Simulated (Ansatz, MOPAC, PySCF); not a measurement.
Pair of molecules: SiH4 (SMILES [SiH4]) (first 5 atoms) with C3H4 (SMILES C=C=C); geometry from B3LYP-D3(BJ)/def2-TZVP, rigid monomers moved along the line of their centres of mass till Si1···C6 is 5.02 Å.
(charge 0, multiplicity 1):
```xyz
12

Si    -0.11373     0.34636     0.25170
H      1.22810     0.62145     0.80930
H     -0.01520     0.24655    -1.22423
H     -1.03985     1.44552     0.60097
H     -0.62712    -0.93335     0.78729
C     -0.34576     0.71312     5.24919
C      0.15943    -0.48496     5.26386
C      0.66447    -1.68227     5.26561
H      0.28083     1.58606     5.10710
H     -1.40926     0.87780     5.37761
H      0.75610    -2.25161     4.34774
H      1.00877    -2.14838     6.18144
```

Counterpoise-corrected where a basis set is named; no monomer relaxation. Rows marked so take none.

Frozen-core correlation. Rows in 3-21G, 6-31G*, STO-3G carry no dispersion term and start afresh at each structure (6-31G* with six Cartesian d functions). MP2/6-31G* freezes PySCF's default core. The state reached by PM6, PM7 isn't checked; PM7 holds dispersion and hydrogen-bond terms.

Codes used: Ansatz (Gaussian basis) for Hartree–Fock, density functionals and correlated methods; MOPAC for PM6, PM7 (differences of heats of formation); PySCF for 3-21G rows, 6-31G* rows, STO-3G rows, the dispersion terms. 

Other levels give for the interaction energy: PBE/def2-TZVPPD -9.4; B3LYP/def2-TZVPPD 2.1; B3LYP-D3(BJ)/def2-TZVPPD -19.3; wB97M-V/def2-TZVPPD -20.1; CCSD(T)/aug-cc-pV(D+d)Z -18.9 meV.

Common cheap choices:

```tsv
level	interaction energy (meV)
PM6	2.0
PM7	-14.1
HF/STO-3G (no counterpoise)	-1.5
HF/3-21G (no counterpoise)	-15.1
BP86/6-31G* (no counterpoise)	-5.7
B3LYP/6-31G* (no counterpoise)	-12.8
M06-2X/6-31G* (no counterpoise)	-23.4
MP2/6-31G*	-10.3
```

Ansatz is an electronic-structure program.
